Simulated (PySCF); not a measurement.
S, charge +1, quartet (a state made from the parent by changing its charge; the spin is typed, not shown lowest); MP2/cc-pVTZ (PySCF).

The PySCF input:
```python
from pyscf import gto, scf, mp

mol = gto.M(
    atom='''
S     0.000000    0.000000    0.000000
''',
    basis='cc-pvtz',
    charge=1,
    spin=3,
    verbose=4,
)

mf = scf.UHF(mol)
mf.kernel()

pt = mp.MP2(mf)
pt.kernel()
print('E(MP2) = %.10f' % pt.e_tot)
```

Q: What does PySCF print? Leave out banner, timings and long lists.

A: 
```
PySCF version 2.14.0

[INPUT] verbose = 4
[INPUT] num. atoms = 1
[INPUT] num. electrons = 15
[INPUT] charge = 1
[INPUT] spin (= nelec alpha-beta = 2S) = 3
[INPUT] symmetry False subgroup None
[INPUT] Mole.unit = angstrom
[INPUT] Symbol           X                Y                Z      unit          X                Y                Z       unit  Magmom
[INPUT]  1 S      0.000000000000   0.000000000000   0.000000000000 AA    0.000000000000   0.000000000000   0.000000000000 Bohr   0.0

nuclear repulsion = 0
number of shells = 9
number of NR pGTOs = 59
number of NR cGTOs = 34
basis = cc-pvtz
ecp = {}

******** <class 'pyscf.scf.uhf.UHF'> ********
method = UHF
initial guess = minao
damping factor = 0
level_shift factor = 0
DIIS = <class 'pyscf.scf.diis.CDIIS'>
diis_start_cycle = 1
diis_space = 8
diis_damp = 0
SCF conv_tol = 1e-09
SCF conv_tol_grad = None
SCF max_cycles = 50
direct_scf = True
direct_scf_tol = 1e-13
number electrons alpha = 9  beta = 6
Set gradient conv threshold to 3.16228e-05
init E= -397.183022934179

cycle= 1 E= -397.099849769683  delta_E= 0.0832  |g|= 0.276  |ddm|= 0.677
cycle= 2 E= -397.167610575514  delta_E= -0.0678  |g|= 0.0671  |ddm|= 0.415
cycle= 3 E= -397.169736157497  delta_E= -0.00213  |g|= 0.0149  |ddm|= 0.0927
cycle= 4 E= -397.16999233839  delta_E= -0.000256  |g|= 0.00373  |ddm|= 0.0355
cycle= 5 E= -397.170008407691  delta_E= -1.61e-05  |g|= 0.00059  |ddm|= 0.00954
cycle= 6 E= -397.170008684193  delta_E= -2.77e-07  |g|= 2.45e-05  |ddm|= 0.00129
cycle= 7 E= -397.170008684508  delta_E= -3.14e-10  |g|= 2.2e-06  |ddm|= 4.2e-05
Extra cycle  E= -397.17000868451  delta_E= -2.67e-12  |g|= 4.66e-07  |ddm|= 2.98e-06
converged SCF energy = -397.17000868451  <S^2> = 3.7507727  2S+1 = 4.0003863

******** <class 'pyscf.mp.ump2.UMP2'> ********
nocc = (np.int64(9), np.int64(6)), nmo = (34, 34)
E(UMP2) = -397.292823383092  E_corr = -0.122814698581736
E(SCS-UMP2) = -397.287717838593  E_corr = -0.117709154082977
E_corr(same-spin) = -0.0342328664020467
E_corr(oppo-spin) = -0.0885818321796898
E(MP2) = -397.2928233831
```
